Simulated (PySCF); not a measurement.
Static response to an electric field

C5H3F4N.
Geometry (GFN2-xTB, Å), atoms numbered from 1 in this order:
```
atom  x, y, z in Å
C1     1.7072   -0.2778   -0.6999
C2     0.8363    0.1659    0.2028
C3     1.0331    1.3799    0.9090
N4     1.1997    2.3518    1.4899
C5    -0.4376   -0.5759    0.5405
F6    -0.3006   -1.9166    0.3126
C7    -1.5913   -0.0663   -0.3464
F8    -1.8164    1.2338   -0.1252
F9    -1.3215   -0.2064   -1.6459
F10   -2.7312   -0.7118   -0.1011
H11    1.5431   -1.2058   -1.2209
H12    2.6043    0.2723   -0.9243
H13   -0.7295   -0.4426    1.5911
```

Level: CAM-B3LYP/def2-SVPD (PySCF), static field, nuclei fixed, core orbitals frozen in the response. The polarisability tensor in these axes (au):

```
x   65.86  1.45 -5.28
y    1.45 69.42 13.09
z   -5.28 13.09 62.18
```

What are the eigenvalues, a third of the trace, and Δα (Δα² = ½Σ(αi − αj)² over the three pairs)?

Principal values 50.52, 67.23 and 79.70 au; mean 65.82 au = 9.75 Å³ = 10.85 × 10⁻⁴⁰ C²·m²/J; Δα = 25.36 au (39 % of the mean).

What is the dipole moment, and where does it point?

(1.31, -2.24, -0.97) D, 2.77 D in size, pointing from the negative to the positive side. Measured along this direction, the outermost atoms are N4 and F8 at the negative end and H11 at the positive end.

Sum over states: ᾱ = Σ f/ω², ω in Eh. What share falls to these 8 lowest TDDFT singlets (eV, f)? 6.36, 0.2721; 6.57, 0.0061; 7.24, 0.0031; 7.68, 0.0123; 7.96, 0.0695; 8.16, 0.0175; 8.23, 0.0043; 8.74, 0.0658.

They add up to 6.98 au, 10.6 % of the 65.82 au; the largest single term is 4.98 au, from the state at 6.36 eV. Terms in order: 4.98, 0.10, 0.04, 0.15, 0.81, 0.19, 0.05, 0.64 au. Higher excitations give the rest. The strengths listed sum to 0.451.

Give the principal axes and the span of the nuclei along them.

Largest value along (-0.16, 0.77, 0.62), where the nuclei span 4.47 Å; middle along (0.94, 0.32, -0.16), 5.43 Å; least along (0.32, -0.56, 0.77), 2.81 Å. The strongest response doesn't lie along the longest of the three spans.

Find the Langevin capture rate constant for NO+ (29.998 u) meeting this molecule (153.020 u), k = 2.342 × 10⁻⁹ cm³/s × √(α in Å³ / reduced mass in u).

The reduced mass is 25.08 u, so k = 1.46 × 10⁻⁹ cm³/s. The formula leaves out the permanent dipole, which adds to the capture rate.

Orientational against electronic polarisability at 273 K (dilute gas, rigid molecules)?

In Gaussian units μ²/3kT = 67.87 Å³ against 9.75 Å³, a ratio of 6.96; the Debye molar polarisation (4π/3)N_A(α + μ²/3kT) is 195.8 cm³/mol, leaving out the vibrational part.

Estimate the molar refractivity from the static electronic polarisability.

Lorentz–Lorenz: R = (4π/3)N_A α = 2.5225 cm³/(mol·Å³) × 9.75 Å³ = 24.6 cm³/mol, in the limit of long wavelengths.

One conformer (not necessarily the lowest) at the GFN2-xTB geometry, without solvent, vibrations or thermal averaging.
